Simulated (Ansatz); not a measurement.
Nb(NH)Cl3 (NbNCl₃H). Charge 0, multiplicity 1. Geometry relaxed at PBE0-D4/def2-SVP.

```xyz
6

Nb   -0.144    0.097    0.372
N     0.460   -0.309   -1.186
H     0.817   -0.549   -2.107
Cl   -0.948   -1.839    1.298
Cl   -1.801    1.649    0.058
Cl    1.616    0.951    1.565
```

In the def2 sets Nb takes a core potential; there is no spin–orbit coupling.

Question: Estimate the harmonic wavenumbers at RKS PBE0-D4/def2-SVP (Ansatz, unscaled). Is this a minimum?

Answer: 100, 100, 132, 209, 209, 387, 437, 437, 586, 586, 1056, 3656 cm⁻¹. Yes, no mode is imaginary beyond noise. Zero-point energy 47.2 kJ/mol. It took 45 s on 4 threads of Arm Neoverse V1 on a shared host.
